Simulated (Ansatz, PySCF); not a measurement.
The pair A = H2O (SMILES O) (first 3 atoms), B = CH2O (SMILES C=O); geometry from B3LYP-D3(BJ)/def2-TZVP.
(charge 0, multiplicity 1):
```xyz
7

O      0.275    -0.115     0.540
H     -0.463    -0.441     1.078
H     -0.043    -0.112    -0.368
C     -0.346    -0.336     3.586
O     -1.225    -0.760     2.881
H      0.574     0.101     3.164
H     -0.429    -0.369     4.687
```

Frozen-core correlation. CBS: X⁻³ extrapolation of the correlation energy, Hartree–Fock from the larger set.

The values were computed with Ansatz (a program for electronic structure); PySCF for the dispersion terms. 

The monomers are drawn apart, rigid, along the line of their centres of mass. Counterpoise-corrected interaction energies (kcal/mol):

```tsv
level	R = 3.716 Å	R = 4.510 Å
PBE/def2-TZVPPD	-2.5826	-1.1610
PBE-D3(BJ)/def2-TZVPPD	-2.9493	-1.3173
wB97M-V/def2-TZVPPD	-2.8427	-1.3121
CCSD(T)/CBS(aug-cc-pVDZ, aug-cc-pVTZ)	-2.8780	-1.3016
```

Task: R is the distance of the centres of mass. Find the local exponent m of E ∝ R⁻ᵐ between the two points.

Result: 
m = ln(E₁/E₂)/ln(R₂/R₁): PBE/def2-TZVPPD 4.1; PBE-D3(BJ)/def2-TZVPPD 4.2; wB97M-V/def2-TZVPPD 4.0; CCSD(T)/CBS(aug-cc-pVDZ, aug-cc-pVTZ) 4.1. For scale, two fixed dipoles give m = 3, dipole and quadrupole 4, quadrupoles 5, and dispersion or dipole-induced dipole 6 at long range; at these distances several terms mix, and what is left of overlap and damping shifts m, so it need not match one of them.
